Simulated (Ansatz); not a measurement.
Basis sets compared for TaS(OH)3 (TaSO3H3). Total charge 0; singlet. Geometry PBE-D4/def2-SVP. Ansatz on 4 threads of Arm Neoverse V2 on a shared host; times are rough, and most runs start from earlier orbitals.

```xyz
8

Ta    0.0073    0.0205    0.0300
S     0.4388    1.2422    1.7951
O    -1.4665   -1.1396    0.3968
H    -2.0197   -1.2678    1.1856
O     1.5416   -1.0280   -0.4160
H     2.4240   -1.1035   -0.0153
O    -0.4328    1.1551   -1.4436
H    -0.4927    2.1211   -1.5324
```

In the def2 sets Ta takes a core potential; there is no spin–orbit coupling.

Binding counts from free atoms (Ta quartet, S triplet, O triplet, H doublet) in the same basis, without a counterpoise term.

```
           level  functions  energy (Eh)  HOMO (eV)  LUMO (eV)  binding per atom (eV)  wall time
 PBE-D4/def2-SVP        107    -682.2657      -6.33      -1.80                   4.67      1.1 s
PBE0-D4/def2-SVP        107    -682.2355      -7.55      -1.07                   4.44      1.2 s
```

Q: Estimate the rows for PBE-D4/def2-TZVP, PBE0-D4/def2-TZVP.

A: 
| level | functions | energy (Eh) | HOMO (eV) | LUMO (eV) | binding per atom (eV) | wall time |
| --- | --- | --- | --- | --- | --- | --- |
| PBE-D4/def2-TZVP | 188 | -682.6939 | -6.36 | -1.97 | 4.66 | 1.8 s |
| PBE0-D4/def2-TZVP | 188 | -682.6643 | -7.54 | -1.18 | 4.45 | 2.3 s |
